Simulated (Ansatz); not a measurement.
Species: AgI, net charge 0, singlet state. 
Geometry from a B3LYP-D3(BJ)/def2-TZVP (Ansatz, an electronic-structure program) optimisation:
SMILES: [I][Ag]
```xyz
2

Ag     0.0000     0.0000    -1.3742
I      0.0000     0.0000     1.2186
```

Basis-set convergence of Hartree-Fock and CCSD(T) correlation energies (hartree) with Ansatz. Cores are frozen in the correlated levels unless marked. Spin-orbit coupling is left out. The frozen core is the preceding noble-gas configuration, with the filled d and f shells of earlier blocks. Past Kr the def2 sets carry scalar-relativistic core potentials.

| basis | functions | E(HF) | E(corr, CCSD(T)) | rough core time |
|---|---|---|---|---|
| def2-SVPD | 69 | -442.80021 | -0.35298 | under 20 s |
| def2-TZVPPD | 115 | -442.84071 | -0.53295 | under 20 s |
| def2-QZVPPD | 179 | -442.84351 | -0.58850 | 26 s |

Extrapolating the two largest sets (X = 3 and 4) as X^-3: E(corr) = (64·(-0.58850) - 27·(-0.53295))/37 = -0.6290 Eh, an estimate of the basis-set limit. The largest set recovers 93.6 % of it, the smallest 56.1 %.
